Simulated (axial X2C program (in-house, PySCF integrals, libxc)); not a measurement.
**Which molecule has these constants?**

Computed with an axial X2C code built on PySCF integrals, spin-free (one-electron X2C) or two-component (2c: spin–orbit coupling with atomic mean-field Coulomb and Gaunt terms, which also bring small scalar terms), in Dyall basis sets with cores contracted in-house; open shells are unrestricted.

A two-component CCSD(T) calculation in a Dyall 3-zeta basis gave Re = 1.872 Å, ωe = 862.6 cm⁻¹, De = 3.85 eV, Ω = 0.

Question: Which molecule is it?
A. SrBr⁺
B. BeBr⁺
C. MgBr⁺
D. CaBr⁺

Answer: B. The others have MgBr⁺ 2.261 Å and 449.5 cm⁻¹ (Ω = 0); SrBr⁺ 2.678 Å and 253.8 cm⁻¹ (Ω = 0); CaBr⁺ 2.534 Å and 335.9 cm⁻¹ (Ω = 0).

Frozen shells (counts by l): BeBr⁺ Br 3s2p1d, Be 1s, 8 electrons correlated; MgBr⁺ Br 3s2p1d, Mg 2s1p, 8 electrons correlated; SrBr⁺ Sr 4s3p1d, Br 3s2p1d, 8 electrons correlated; CaBr⁺ Br 3s2p1d, Ca 3s2p, 8 electrons correlated. Coupled cluster in natural virtuals with an MP2 remainder. Where the outer core of a metal is frozen, bonds come out longer and ionisation energies lower.

Each entry is the lowest single determinant of a limited PBE0 search at one distance. De goes to single-determinant-based atoms at the same level (for ions the charge split of lowest energy) and is withheld (n/a) where an atom does not fit its ground term or J level. Main or longest-lived isotopes.
